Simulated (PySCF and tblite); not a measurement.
Results of a calculation; reference values are marked as such.
System: C5H10B2, numbered as in [BH2:1]/[C:2]([BH:3][CH:4]=[CH2:5])=[CH:6]\[CH3:7].

The path came from a restrained scan, a climbing-image band and a saddle search at GFN2-xTB; energies are PBE/pcSseg-1 + D3(BJ)//GFN2-xTB, thermal terms GFN2-xTB. Rate constants are transition-state-theory values, counting equivalent paths, without tunnelling. Programs: tblite and PySCF.

(1) How high is the barrier to the rotation about the B3–C2 bond (torsion C4–B3–C2–B1 from 0° to 143°, rising), through which structure does it pass, and what rate follows at 298 K?

Answers

(1) The electronic barrier is 4.0 kcal/mol and ΔG‡(298 K) 3.9 kcal/mol, over a C1 saddle with an imaginary mode of 40i cm⁻¹ (GFN2-xTB). With 2 equivalent paths, k is 1.7×10¹⁰ s⁻¹, a mean lifetime of the start of 57 ps against this motion. The end lies 0.1 kcal/mol above the start in free energy.
